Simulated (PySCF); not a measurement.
PySCF 2.14 output of an unrestricted r2SCAN calculation on a single atom or ion in aug-cc-pwCVDZ-PP with ECP28MDF (6s5p4d1f, 48 functions), with scalar relativity through the core potential:

```
SCF conv_tol = 1e-09
number electrons alpha = 12  beta = 10
    J. W. Furness, A. D. Kaplan, J. Ning, J. P. Perdew, and J. Sun.,  J. Phys. Chem. Lett. 11, 8208-8215 (2020)
    J. W. Furness, A. D. Kaplan, J. Ning, J. P. Perdew, and J. Sun.,  J. Phys. Chem. Lett. 11, 9248-9248 (2020)
    J. W. Furness, A. D. Kaplan, J. Ning, J. P. Perdew, and J. Sun.,  J. Phys. Chem. Lett. 11, 8208-8215 (2020)
    J. W. Furness, A. D. Kaplan, J. Ning, J. P. Perdew, and J. Sun.,  J. Phys. Chem. Lett. 11, 9248-9248 (2020)
cycle= 1 E= -293.600576904137  delta_E= -0.00662  |g|= 0.0101  |ddm|= 1.08
cycle= 2 E= -293.600626070953  delta_E= -4.92e-05  |g|= 0.00182  |ddm|= 0.0436
cycle= 3 E= -293.600627447336  delta_E= -1.38e-06  |g|= 0.000938  |ddm|= 0.00621
cycle= 4 E= -293.600627596569  delta_E= -1.49e-07  |g|= 0.000107  |ddm|= 0.00316
cycle= 5 E= -293.600627600041  delta_E= -3.47e-09  |g|= 7.2e-06  |ddm|= 0.000286
cycle= 6 E= -293.600627600064  delta_E= -2.29e-11  |g|= 7.73e-07  |ddm|= 3.68e-05
converged SCF energy = -293.600627600064  <S^2> = 2.0029317  2S+1 = 3.0019538
```

The run itself started from symmetry-adapted Hartree-Fock orbitals and held the occupation by maximum overlap, on a logarithmic radial grid, so the iterations belong to that start.

**Question.** Which element, charge and spin multiplicity is this?

**Answer.** I(3+) (iodine, charge +3), multiplicity 3; the state was [Kr] 4d10 5s2 5p2, high-spin 3P determinant.

Energies and moments cover only the electrons outside the core potential.
